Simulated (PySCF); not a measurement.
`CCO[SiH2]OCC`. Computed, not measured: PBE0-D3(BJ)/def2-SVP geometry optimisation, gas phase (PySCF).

```
atom  x, y, z in Å
C1    -3.6110   -0.4706   -0.4748
C2    -2.1472   -0.4651   -0.1014
O3    -1.6403    0.8451   -0.1788
Si4   -0.3130    1.4125    0.6336
O5     1.1260    0.8184    0.0667
C6     1.6399   -0.4686    0.3113
C7     3.1449   -0.4533    0.1812
H8    -4.1918    0.1513    0.2222
H9    -4.0145   -1.4943   -0.4512
H10   -3.7469   -0.0660   -1.4887
H11   -1.5821   -1.1255   -0.7861
H12   -2.0152   -0.8766    0.9197
H13   -0.4385    1.0232    2.0758
H14   -0.2861    2.8737    0.4055
H15    1.2069   -1.1870   -0.4102
H16    1.3503   -0.8181    1.3226
H17    3.5898    0.2319    0.9179
H18    3.5599   -1.4597    0.3435
H19    3.4377   -0.1128   -0.8230
```

Where is the centre of mass (commonest isotopes), and what is the radius of gyration?

Mass 120.061 u; centre at (-0.265, 0.341, 0.143) Å; Rg = √(Σ m r²/M) = 2.299 Å. As Ia + Ib + Ic = 2 Σ m r², the three principal moments sum to 1269.0 u·Å².

Which two atoms are farthest apart?

H8···H18 and H9···H17, 7.918 Å down to 7.917 Å.

Work out the bond lengths C1–C2, C1–H8, C2–O3, Si4–H13, C6–C7, C6–H16, C7–H18 in pm.

For C1–C2 the difference vector is (1.4638, 0.0055, 0.3734) Å, of length 1.5107 Å. C1–C2 151.1; C1–H8 110.0; C2–O3 140.7; Si4–H13 149.9; C6–C7 151.1; C6–H16 110.8; C7–H18 110.1 pm.

How far are the heavy atoms from their best plane (unweighted least squares)?

0.204 Å rms; C1 0.07, C2 0.15, O3 0.24, Si4 0.31, O5 0.26, C6 0.19, C7 0.09 Å (magnitudes).

How far apart are these pairs, which share no bond: C2···H8, C6···H9, C6···H18, C7···H11, H12···H18, H15···H18?

C2···H8 2.160 Å (2 bonds apart); C6···H9 5.797 Å (6 bonds apart); C6···H18 2.161 Å (2 bonds apart); C7···H11 4.872 Å (6 bonds apart); H12···H18 5.635 Å (7 bonds apart); H15···H18 2.486 Å (3 bonds apart).

What is the repulsion energy of the bare nuclei, Σ ZA·ZB/RAB?

395.85 Eh over 171 pairs, with full nuclear charges and distances in bohr; the largest single term is 35.78 Eh (O3 with Si4, or a pair equal to it).

Write the matrix of distances between heavy atoms (Å, lower triangle).

```
C1    0.000
C2    1.511  0.000
O3    2.388  1.407  0.000
Si4   3.956  2.726  1.656  0.000
O5    4.939  3.520  2.777  1.657  0.000
C6    5.309  3.810  3.567  2.731  1.407  0.000
C7    6.788  5.300  4.971  3.955  2.389  1.511  0.000
```

No frequency check. One conformer, not necessarily the lowest.
